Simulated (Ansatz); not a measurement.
One change: `C[Si](F)(F)[O][AlH2]` becomes `C[Si](F)(F)I`.

Ansatz, PBE0-D4/def2-TZVP geometries, multiplicity 1. Each molecule was computed in one conformer, which needn't be the lowest.

Elements past krypton have def2 core potentials.

| property | `C[Si](F)(F)[O][AlH2]` |
| --- | --- |
| LUMO energy (B3LYP/def2-TZVPP) / eV | -1.57 |
| HOMO–LUMO gap (B3LYP/def2-TZVPP) / eV | 6.84 |
| size of the dipole moment (PBE/def2-TZVPP) / D | 2.08 |
| HOMO energy (PBE/def2-TZVPP) / eV | -7.26 |
| HOMO energy (ωB97M-V/def2-TZVPP) / eV | -10.82 |
| LUMO energy (PBE0/def2-TZVPP) / eV | -1.34 |

**Question.** Give the same properties after the change, and the shifts. (Estimate.)

**Answer.** The calculation gave: 
```csv
property,`C[Si](F)(F)I`,shift
LUMO energy (B3LYP/def2-TZVPP) / eV,-0.40,1.17
HOMO–LUMO gap (B3LYP/def2-TZVPP) / eV,7.40,0.56
size of the dipole moment (PBE/def2-TZVPP) / D,2.10,0.02
HOMO energy (PBE/def2-TZVPP) / eV,-6.89,0.37
HOMO energy (ωB97M-V/def2-TZVPP) / eV,-10.20,0.62
LUMO energy (PBE0/def2-TZVPP) / eV,-0.13,1.21
```

With PBE0 the HOMO rises by 0.53 eV and the LUMO rises by 1.21 eV, so the gap widens by about 0.68 eV. PBE moves the HOMO by 0.37 eV and ωB97M-V by 0.62 eV. Dipoles are sizes alone; their direction can turn.

B3LYP here is the variant with VWN-RPA as its local correlation; programs differ in this.

Spin–orbit coupling is left out; it splits and shifts lone-pair levels of the heavy atoms by tenths of an eV.
